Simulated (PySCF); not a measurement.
The group X on BH2-X is varied. All species are isolated molecules in the gas phase. One relaxed conformer stands for each flexible species; it need not be the lowest. Strings in code marks are SMILES.

Method: PBE-D3(BJ)/def2-TZVP // M06-2X/def2-TZVP run with PySCF. Delta-SCF ions had no search for a lower state. 

```json
[
 {"species": "X = H (`B`)", "LUMO (eV)": "-3.04", "S1 oscillator strength": "–", "vertical ionisation energy (Delta-SCF) (eV)": "12.91"},
 {"species": "X = methoxy (`BOC`)", "LUMO (eV)": "-1.33", "S1 oscillator strength": "0.000", "vertical ionisation energy (Delta-SCF) (eV)": "10.80"},
 {"species": "X = formyl (`BC=O`)", "LUMO (eV)": "-3.05", "S1 oscillator strength": "0.025", "vertical ionisation energy (Delta-SCF) (eV)": "(withheld)"},
 {"species": "X = fluoromethyl (`BCF`)", "LUMO (eV)": "(withheld)", "S1 oscillator strength": "0.000", "vertical ionisation energy (Delta-SCF) (eV)": "11.29"},
 {"species": "X = mercapto (`BS`)", "LUMO (eV)": "-2.27", "S1 oscillator strength": "0.000", "vertical ionisation energy (Delta-SCF) (eV)": "(withheld)"},
 {"species": "X = AlH2 (`[BH2][AlH2]`)", "LUMO (eV)": "-3.35", "S1 oscillator strength": "0.017", "vertical ionisation energy (Delta-SCF) (eV)": "(withheld)"}
]
```

**Question.** Some entries are withheld; supply them.

**Answer.** 
- X = formyl (`BC=O`), vertical ionisation energy (Delta-SCF) (eV): 9.85
- X = fluoromethyl (`BCF`), LUMO (eV): -2.73
- X = mercapto (`BS`), vertical ionisation energy (Delta-SCF) (eV): 11.02
- X = AlH2 (`[BH2][AlH2]`), vertical ionisation energy (Delta-SCF) (eV): 9.61
